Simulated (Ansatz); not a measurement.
The first iterations of a band of ClF3H4OW (10 atoms, charge 0, multiplicity 1).

These are results of RKS B3LYP-D4/def2-SVP (Ansatz 0.2.0), not measurements.

```
movable images  : 9
climbing image  : yes
spring          : 5.0 eV/Å²
optimiser       : quadratic models (default)
start path      : through a guess of the saddle point
force threshold : 0.03 eV/Å
iteration limit : 60
end points      : relaxed
```

Initial state:

```xyz
10
Properties=species:S:1:pos:R:3
W 0.078 0.027 -0.065
F 0.631 -0.686 1.665
F 1.878 -0.052 -0.500
F 0.001 1.528 -1.243
O -1.597 0.313 0.609
H -2.374 0.544 1.130
H -0.042 -1.643 -0.220
H -0.528 -0.603 -1.497
Cl 1.031 2.249 1.943
H 1.198 1.080 2.490
```

Final state:

```xyz
10
Properties=species:S:1:pos:R:3
W 0.194 0.258 -0.176
F -0.329 0.878 2.303
F 1.413 -0.828 -1.092
F -0.270 2.072 -0.068
O -1.575 -0.309 0.036
H -1.955 -0.647 0.861
H 0.350 -1.027 0.922
H -0.327 0.214 -1.790
Cl 2.206 0.982 0.927
H 0.569 1.163 2.390
```

| iteration | highest image above the first end (eV) | largest band force component (eV/Å) |
| --- | --- | --- |
| 1 | 8.410 | 7.737 |
| 2 | 5.756 | 4.894 |
| 3 | 3.882 | 2.435 |
| 4 | 2.890 | 2.409 |
| 5 | 1.861 | 1.262 |
| 6 | 1.629 | 3.808 |
| 7 | 1.264 | 1.870 |
| 8 | 1.243 | 2.089 |
| 9 | 1.087 | 0.801 |
| 10 | 1.126 | 1.267 |
| 11 | 1.133 | 1.233 |
| 12 | 1.122 | 0.652 |
| 13 | 1.146 | 1.889 |
| 14 | 1.149 | 0.802 |
| 15 | 1.146 | 0.967 |
| 16 | 1.146 | 1.127 |

Problem. Does the band converge within its limit, and where does its top end?

Solution. The run converged. It ended after 48 iterations with the highest image 1.146 eV above the first end. The profile has 2 maxima (images 1, 6) with wells between them (image 2): this band takes more than one step, which may be the mechanism or a detour left from its start path. A vibrational analysis at the climbing image gives one clearly imaginary mode, 200i cm⁻¹: a first-order saddle point. The orbitals stay closed-shell, which can raise the energy where a bond breaks towards radicals; this wasn't checked here.

Run time: 15 min on 4 threads of AMD EPYC 7R43 64-Core Processor (Zen 3), on a shared host, peak memory 0.36 GiB.
